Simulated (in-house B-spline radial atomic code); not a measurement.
Ionisation energies along the 4-electron series, configuration [He] 2s2, as differences of self-consistent energies. NIST's values go from ground level to ground level; the uncertainty of those that are theory runs from under 0.1 % in few-electron ions to several per cent in heavy many-electron ones. Computed with a B-spline radial code for spherical atoms: non-relativistic Hartree-Fock, average of the configuration, point nuclei.

This level leaves out relativity, spin-orbit splitting included, which matters for heavy ions.

```tsv
ion	configuration after	ionisation energy (eV)	IE/(q+1)² (eV)	-ε less Coulomb ΔSCF (eV)	tabulated value (eV)	computed minus tabulated (eV)
Co23+	[He] 2s1	2089.2	3.6272	0.28289	2119.4	-30
Ni24+	[He] 2s1	2261.4	3.6182	0.28272	2295.6	-34
Cu25+	[He] 2s1	2440.4	3.61	0.28256	2479.1	-39
Zn26+	[He] 2s1	2626.1	3.6024	0.28242	2669.9	-44
Ga27+	[He] 2s1	2818.7	3.5953	0.28228	2868	-49
Ge28+	[He] 2s1	3018.1	3.5887	0.28216	3074	-56
As29+	[He] 2s1	3224.2	3.5825	0.28205	3287	-63
Se30+	[He] 2s1	3437.2	3.5767	0.28194	3507	-70
Br31+	[He] 2s1	3657.0	3.5713	0.28184	3735	-78
Kr32+	[He] 2s1	3883.6	3.5662	0.28175	3971	-87
Rb33+	[He] 2s1	4117.0	3.5614	0.28166	4214	-97
Sr34+	[He] 2s1	4357.1	3.5569	0.28158	4465	-108
Zr36+	[He] 2s1	4857.9	3.5485	0.28143	4991	-133
Nb37+	[He] 2s1	5118.5	3.5447	0.28136	5265	-146
Mo38+	[He] 2s1	5385.9	3.541	0.2813	5548	-162
Tc39+	[He] 2s1	5660.1	3.5376	0.28123	5838	-178
Ru40+	[He] 2s1	5941.1	3.5343	0.28118	6137	-196
Rh41+	[He] 2s1	6228.9	3.5311	0.28112	6444	-215
```

(1) How far is this level of theory from the measured and semi-empirical values?

Results:

(1) Over those 18 rows the differences run from -215 to -30.2 eV (mean absolute value 99 eV). The calculation leaves out relativity, correlation and, in open shells, the multiplet splittings that an average leaves out.
